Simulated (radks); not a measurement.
Task: Excited configurations of the praseodymium ion Pr13+: one electron is placed in a higher orbital outside [Kr] 4d9. The ground configuration is [Kr] 4d10. Calculated with a radial shooting solver on a logarithmic mesh with Libxc functionals: Dirac Kohn-Sham, PBE, spin-unpolarised, spherical densities, finite nucleus; open shells fill j = l - 1/2 first; Fermi nuclear charge, rms radius 4.8919 fm. Excitation = E - E(ground); binding = E(ion) - E, where the ion is the core of charge +14; n* = 14/sqrt(2 binding) in atomic units. These energies are relativistic, and a one-electron ion of charge +14 with no core already has n* below n in this formula (Dirac formula, point nucleus: 4f5/2 3.999, 5d3/2 4.998, 5f5/2 4.999, 6f5/2 5.999, 7p1/2 6.995, 7d3/2 6.998). The quantum defect is therefore taken as that value minus n*, so that it holds no relativistic shift of the bare ion.

outer orbital  excitation (eV)  binding (eV)     n*  quantum defect  eigenvalue (eV)  <r> (bohr)
4f5/2                   115.79        234.27  3.374           0.625          -219.72      0.7610
5f5/2                   214.27        135.79  4.432           0.567          -129.39       1.680
6f5/2                   259.24        90.817  5.419           0.580          -87.335       2.740
7p1/2                   262.65        87.409  5.523           1.472          -84.555       3.237
7d3/2                   273.68        76.381  5.909           1.089          -73.888       3.575

Estimate the row for 5d3/2.

Result: excitation (eV) 173.36; binding (eV) 176.70; n* 3.885; quantum defect 1.113; eigenvalue (eV) -169.05; <r> (bohr) 1.453. The Delta-SCF ionisation energy is 350.06 eV (NIST Atomic Spectra Database: 350 eV, theoretical). Self-interaction in the functional shifts the binding energies and quantum defects, so they are the method's values and not measured ones. Spin polarisation and multiplet splitting are left out, so open shells lie too high by an amount that depends on their filling.

Beside tabulated values, note that spin-unpolarised runs miss the spin-polarisation part of the exchange energy of open shells.
